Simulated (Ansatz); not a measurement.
Cartesian coordinates (Å):
```xyz
23

C     -2.8540    -2.3003    -0.7166
C     -1.8067    -1.4992    -0.4583
C     -1.9132    -0.0517    -0.3325
C     -0.8851     0.7923    -0.0734
Si    -1.1589     2.6460     0.0633
C      0.5133     0.3074     0.1182
C      1.3957     0.2163    -0.9713
C      2.7095    -0.2216    -0.7890
C      3.1647    -0.5686     0.4860
C      2.2974    -0.4750     1.5780
C      0.9834    -0.0375     1.3965
H     -3.8622    -1.8941    -0.8479
H     -2.7390    -3.3833    -0.8047
H     -0.8097    -1.9332    -0.3315
H     -2.9197     0.3643    -0.4634
H     -0.3366     3.3685    -0.9527
H     -0.7423     3.1341     1.4119
H     -2.6022     2.9582    -0.1534
H      1.0406     0.4877    -1.9683
H      3.3809    -0.2924    -1.6484
H      4.1928    -0.9098     0.6285
H      2.6452    -0.7447     2.5783
H      0.3060     0.0357     2.2507
```
Charge 0, spin multiplicity 1.

These are frozen-core CCSD(T)/cc-pVDZ // B3LYP-D3(BJ)/def2-SVP (Ansatz, an electronic-structure program) values and carry that method's errors. The restricted HF reference is unstable towards unrestricted orbitals.

| Quantity | Result |
|---|---|
| HF energy | -674.59158 Ha |
| MP2 correlation energy | -1.41562 Ha |

Q: Estimate the CCSD correlation energy, the (T) correction, the total energy and the T1 diagnostic.

A: 
```json
{
 "CCSD correlation energy": "-1.50205 Ha",
 "(T) correction": "-0.06555 Ha",
 "CCSD(T) total energy": "-676.15918 Ha",
 "T1 diagnostic": "0.011"
}
```
